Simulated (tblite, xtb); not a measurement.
C3H10Si, singlet, at a GFN2-xTB geometry. Base run: GFN1-xTB (xtb).

Geometry (Å):
```xyz
14

Si     0.0423     0.1741     0.3577
C     -0.9468     1.3233    -0.7931
C      1.7600    -0.1534    -0.3942
C     -0.8871    -1.4744     0.5617
H      0.1982     0.8162     1.6767
H     -1.0821     0.8824    -1.7770
H     -1.9335     1.5311    -0.3901
H     -0.4423     2.2753    -0.9286
H      2.3509    -0.8063     0.2412
H      1.6850    -0.6271    -1.3692
H      2.3173     0.7698    -0.5220
H     -1.0211    -1.9776    -0.3920
H     -1.8727    -1.3212     0.9911
H     -0.3479    -2.1531     1.2158
```
Charge 0, spin multiplicity 1.
All else is at xtb's defaults.
Base energy -13.59019 Eh.

Programs used: tblite, xtb; a row that names a program was run with it.

Each row names what was changed in the base input (with any setting that the change needs).

```json
[
 {"change": "base", "ΔE vs base (kJ/mol)": "0.00", "HOMO-LUMO gap (eV)": "7.37", "dipole (D)": "0.75", "SCF cycles": "9"},
 {"change": "program = tblite; method = gfn1; option = (--efield, 0,0,0.1)", "ΔE vs base (kJ/mol)": "1.16", "HOMO-LUMO gap (eV)": "-", "dipole (D)": "-", "SCF cycles": "-"},
 {"change": "etemp = 3000", "ΔE vs base (kJ/mol)": "0.00", "HOMO-LUMO gap (eV)": "7.37", "dipole (D)": "0.75", "SCF cycles": "9"},
 {"change": "alpb = methanol", "ΔE vs base (kJ/mol)": "-9.93", "HOMO-LUMO gap (eV)": "7.39", "dipole (D)": "0.82", "SCF cycles": "9"},
 {"change": "acc = 0.1", "ΔE vs base (kJ/mol)": "0.00", "HOMO-LUMO gap (eV)": "7.37", "dipole (D)": "0.75", "SCF cycles": "10"},
 {"change": "acc = 1000", "ΔE vs base (kJ/mol)": "0.00", "HOMO-LUMO gap (eV)": "7.37", "dipole (D)": "0.75", "SCF cycles": "5"},
 {"change": "program = tblite; method = gfn1; option = (--guess, eeq)", "ΔE vs base (kJ/mol)": "0.00", "HOMO-LUMO gap (eV)": "-", "dipole (D)": "-", "SCF cycles": "-"},
 {"change": "acc = 30", "ΔE vs base (kJ/mol)": "0.00", "HOMO-LUMO gap (eV)": "7.37", "dipole (D)": "0.75", "SCF cycles": "7"},
 {"change": "acc = 0.0001", "ΔE vs base (kJ/mol)": "0.00", "HOMO-LUMO gap (eV)": "7.37", "dipole (D)": "0.75", "SCF cycles": "13"}
]
```

ALPB and GBSA are two models with their own fitted parameters for each solvent, which aren't always the measured dielectric constant.
